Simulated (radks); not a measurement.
Results of a calculation; reference values are marked as such.
Removal energies from the tungsten ion W2+, [Xe] 4f14 5d4, by Delta-SCF beside the eigenvalue of the level emptied. Code: a radial shooting solver on a logarithmic mesh with Libxc functionals. Model: scalar-relativistic Kohn-Sham, BLYP, spin-polarised, spherical densities, finite nucleus; Fermi nuclear charge, rms radius of each element as measured or else 0.836 A^(1/3) + 0.57 fm. Open shells are filled with parallel spins first.

\begin{tabular}{lrrr}
removed from & final configuration & Delta-SCF (eV) & -eigenvalue (eV) \\ \hline
5d & [Xe] 4f14 5d3 & 26.181 & 20.682 \\
4f & [Xe] 4f13 5d4 & 59.511 & 48.634 \\
5p & [Kr] 4d10 4f14 5s2 5p5 5d4 & 64.545 & 57.795 \\
5s & [Kr] 4d10 4f14 5s1 5p6 5d4 & 101.32 & 93.892 \\
\end{tabular}
